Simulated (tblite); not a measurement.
Parent: `[CH3:1][O:2][CH2:3][Si@H:4]([NH2:5])[O:6][SiH3:7]` with C1–O2–C3–Si4 178°, O2–C3–Si4–N5 48°, C3–Si4–N5–H -26° and -168°, C3–Si4–O6–Si7 44°, C2H11NO2Si2.

Structures optimised with GFN2-xTB, isolated species. One conformer each, not checked by frequencies here.

```
coordinate of the parent    value
                   C1–O2  1.401 Å
                   O2–C3  1.416 Å
                  C3–Si4  1.904 Å
                  Si4–N5  1.714 Å
                  Si4–O6  1.628 Å
                  O6–Si7  1.620 Å
                C1–O2–C3   113.2°
               O2–C3–Si4   107.2°
               C3–Si4–N5   105.7°
               C3–Si4–O6   109.4°
               N5–Si4–O6   115.5°
              Si4–O6–Si7   154.1°
```

**Question.** How does the shared frame change in `[CH3:1][O:2][C@@H:3]([CH2:4][OH:5])[Si@H:6]([NH2:7])[O:8][SiH3:9]` with C1–O2–C3–C4 90°, O2–C3–C4–O5 73°, C3–C4–O5–H -53°, O2–C3–Si6–N7 -166°, C3–Si6–N7–H -164° and 61°, C3H13NO3Si2? Atoms pair as C1 = C1, O2 = O2, C3 = C3, Si4 = Si6, N5 = N7, O6 = O8, Si7 = Si9 (parent first).

**Answer.** 
```tsv
parent	relative	value in the relative	change
C1–O2	C1–O2	1.403 Å	+0.002
O2–C3	O2–C3	1.429 Å	+0.013
C3–Si4	C3–Si6	1.907 Å	+0.003
Si4–N5	Si6–N7	1.719 Å	+0.005
Si4–O6	Si6–O8	1.624 Å	-0.004
O6–Si7	O8–Si9	1.617 Å	-0.003
C1–O2–C3	C1–O2–C3	114.8°	+1.6
O2–C3–Si4	O2–C3–Si6	103.8°	-3.4
C3–Si4–N5	C3–Si6–N7	108.0°	+2.3
C3–Si4–O6	C3–Si6–O8	109.1°	-0.3
N5–Si4–O6	N7–Si6–O8	105.3°	-10.2
Si4–O6–Si7	Si6–O8–Si9	151.4°	-2.7
```

Of the parent's bonds, O2–C3 changes most (+0.013 Å). Bonds of the relative outside the shared frame: C3–C4 1.523, C4–O5 1.410 Å. Point group C1 → C1.

The numbers are calculated, not measured.
